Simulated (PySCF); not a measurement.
# N²⁺ (nitrogen, charge +2): UHF calculation

Configuration: [He] 2s2 3s1, 2S determinant (an excited configuration). All numbers are calculated (PySCF 2.14, the non-relativistic Hamiltonian (point nucleus), in aug-cc-pVQZ with one added diffuse shell each of s, p, d, f, g type (7s6p5d4f3g, 105 functions)).

```json
{
 "Total energy": "-51.803625 hartree",
 "One-electron energy": "-62.5983 hartree",
 "Hartree (Coulomb) energy": "16.1026 hartree",
 "Exchange energy": "-5.3079 hartree",
 "Kinetic energy": "51.80908 hartree",
 "⟨S²⟩": "0.7501",
 "⟨L²⟩": "0.000",
 "Sum of ⟨r⟩": "5.874 bohr",
 "Sum of ⟨r²⟩": "14.60 bohr²",
 "Density at the nucleus (Gaussians lack the cusp)": "208 bohr⁻³",
 "Spin density at the nucleus": "1.31 bohr⁻³",
 "Langevin diamagnetic susceptibility": "-11.6 ×10⁻⁶ cm³/mol"
}
```

| shell | electrons | mean orbital energy (hartree) | rms radius, mean of both spins (bohr) |
| --- | --- | --- | --- |
| 1s α | 1 | -17.73475 | 0.263 |
| 1s β | 1 | -17.71931 | 0.263 |
| 2s α | 1 | -2.43005 | 1.21 |
| 2s β | 1 | -2.40292 | 1.21 |
| 3s α | 1 | -0.72193 | 3.40 |

The outer electron is Rydberg-like, and this basis confines it to a smaller radius and binds it less than a complete one would.
